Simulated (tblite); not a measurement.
Compound: C5H2NO (doublet state).
InChI=1S/C5H2NO/c6-4-5-2-1-3-7-5/h1-2H

The geometry is computed with GFN2-xTB (gas phase). This method treats the open shell by occupation alone, without spin polarisation.

Take the most abundant isotopes and a rigid rotor. 

Question: What are A, B and C (cm⁻¹)?

Answer: Ia = 51.87, Ib = 239.81, Ic = 291.68 u·Å²; 505379 MHz·u·Å²/I gives 9743, 2107 and 1733 MHz, that is A = 0.32499, B = 0.07030, C = 0.05779 cm⁻¹.

Question: What kind of rotor is it?

Answer: A near-prolate asymmetric top; Ray's κ = -0.906.

Question: What does the inertial defect say?

Answer: Planar: Δ = Ic − Ia − Ib = 0.00 u·Å². For a rigid frame Δ = −2 Σ m c², so it vanishes when all atoms lie in the ab plane; here none is more than 0.01 Å from it.

Question: Give the coordinates in the principal-axis frame, origin at the centre of mass.

Answer: The sense of each axis is arbitrary; atoms in the order of the calculation.
| atom | mass (u) | a (Å) | b (Å) | c (Å) |
| --- | --- | --- | --- | --- |
| N1 | 14.003 | 2.797 | -0.051 | 0.000 |
| C2 | 12.000 | 1.650 | -0.041 | 0.000 |
| C3 | 12.000 | 0.252 | -0.070 | 0.000 |
| C4 | 12.000 | -0.616 | -1.141 | 0.000 |
| C5 | 12.000 | -1.929 | -0.605 | 0.000 |
| C6 | 12.000 | -1.726 | 0.737 | 0.000 |
| O7 | 15.995 | -0.469 | 1.093 | 0.000 |
| H8 | 1.008 | -0.354 | -2.181 | 0.000 |
| H9 | 1.008 | -2.854 | -1.138 | 0.000 |

Question: Where do the levels up to J = 2 lie, in MHz?

Answer: Above 0(0,0):
J = 1: 1(0,1) 3840, 1(1,1) 11476, 1(1,0) 11850
J = 2: 2(0,2) 11507, 2(1,2) 18781, 2(1,1) 19905, 2(2,1) 42812, 2(2,0) 42825
The levels of one J sum to (2J + 1)J(J + 1)(A + B + C)/3.

Question: Estimate the classical rotational partition function at 10 K, 50 K and 100 K.

Answer: Point group Cs, symmetry number σ = 1; q = (√π/σ)·√((kT/h)³/(ABC)), k/h = 20836.6 MHz/K: 894 at 10 K, 9990 at 50 K, 28300 at 100 K.

For this open shell read J as N, the rotation without spin; fine and hyperfine splittings come on top. Its GFN2-xTB frequencies are all real (lowest 155 cm⁻¹). Zero-point vibration and centrifugal distortion are left out.
